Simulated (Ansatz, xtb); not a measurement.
# Two structures of B2H8N2

Structure a is a singlet given by its coordinates and structure b is `[BH2-]1[NH2+][BH2-][NH2+]1`, a singlet. Both are isolated molecules in the gas phase, relaxed with PBE0-D4/def2-SVP.

a (Å):

```yaml
atoms:
  - { symbol: B, position_ang: [-2.1559, 1.0256, -0.5617] }
  - { symbol: B, position_ang: [-0.2041, 0.6160, -0.5549] }
  - { symbol: N, position_ang: [-0.9360, 1.8350, 0.0283] }
  - { symbol: N, position_ang: [0.5995, 0.8497, -1.7298] }
  - { symbol: H, position_ang: [-2.5728, 1.5271, -1.5850] }
  - { symbol: H, position_ang: [-2.9510, 0.6737, 0.2829] }
  - { symbol: H, position_ang: [-1.5158, -0.0422, -0.9014] }
  - { symbol: H, position_ang: [-0.7288, 2.7261, -0.4127] }
  - { symbol: H, position_ang: [-0.9152, 1.9267, 1.0381] }
  - { symbol: H, position_ang: [0.1649, -0.2003, 0.2586] }
  - { symbol: H, position_ang: [0.2158, 1.4047, -2.4869] }
  - { symbol: H, position_ang: [1.1057, 0.0553, -2.1003] }
```

Close contacts (Å): B1–B2 1.99, B1–N3 1.58, B2–N3 1.54, B2–N4 1.44, B1–H5 1.21, B1–H6 1.21, B1–H7 1.29, B2–H7 1.51, B2–H10 1.21, N3–H8 1.02, N3–H9 1.01, N4–H11 1.01, N4–H12 1.01.

b (Å):

```xyz
12

B    -1.0784   -0.0112   -0.2036
B     1.0911    0.0048    0.2098
N    -0.2042   -0.2248    1.1165
N     0.2172    0.2119   -1.1115
H    -1.6847   -1.0211   -0.5162
H    -1.7638    0.9940   -0.1361
H    -0.2774   -1.1467    1.5369
H    -0.3482    0.4680    1.8454
H     1.6893    1.0196    0.5218
H     1.7842   -0.9954    0.1448
H     0.2915    1.1311   -1.5376
H     0.3604   -0.4855   -1.8361
```

Q: Estimate which is lower in electronic energy at CCSD(T)/def2-SVP + ΔMP2/def2-TZVPP, and by roughly how much.

A: The CCSD(T)/def2-SVP + ΔMP2/def2-TZVPP calculation puts structure b lower, by 0.541 eV.

How the difference moves with the method:

```json
{"level": "PBE0-D4/def2-SVP", "geometry": "PBE0-D4/def2-SVP", "E(b) − E(a) (eV)": "−0.560", "departure from the last row (eV)": "−0.020", "job, with rough time for the two": "optimisation, 51 s"}
{"level": "HF/def2-SVP", "geometry": "PBE0-D4/def2-SVP", "E(b) − E(a) (eV)": "−0.651", "departure from the last row (eV)": "−0.110", "job, with rough time for the two": "part of the CCSD(T) run"}
{"level": "MP2/def2-SVP", "geometry": "PBE0-D4/def2-SVP", "E(b) − E(a) (eV)": "−0.658", "departure from the last row (eV)": "−0.117", "job, with rough time for the two": "part of the CCSD(T) run"}
{"level": "CCSD(T)/def2-SVP", "geometry": "PBE0-D4/def2-SVP", "E(b) − E(a) (eV)": "−0.664", "departure from the last row (eV)": "−0.123", "job, with rough time for the two": "single point"}
{"level": "CCSD(T)/def2-SVP + ΔMP2/def2-TZVPP", "geometry": "PBE0-D4/def2-SVP", "E(b) − E(a) (eV)": "−0.541", "departure from the last row (eV)": "", "job, with rough time for the two": "single point, 15 s"}
```

None of the levels shown reverses the order. The largest departure from CCSD(T)/def2-SVP + ΔMP2/def2-TZVPP is that of CCSD(T)/def2-SVP, 0.123 eV. Levels run at GFN2-xTB geometries aren't shown. The last row adds to CCSD(T) the change of the MP2 difference between the two basis sets, here +0.123 eV.

With harmonic frequencies from PBE0-D4/def2-SVP (ideal gas, rigid rotor, one conformer each, 298.15 K, 1 atm): the zero-point term adds +0.072 eV; ΔH is −0.487 and ΔG −0.427 eV.

The correlated steps freeze 4 core orbitals. Mirror images aren't counted in ΔG. Run with Ansatz 0.2.0; the last row on 2 threads of Arm Neoverse V2 on a shared host.
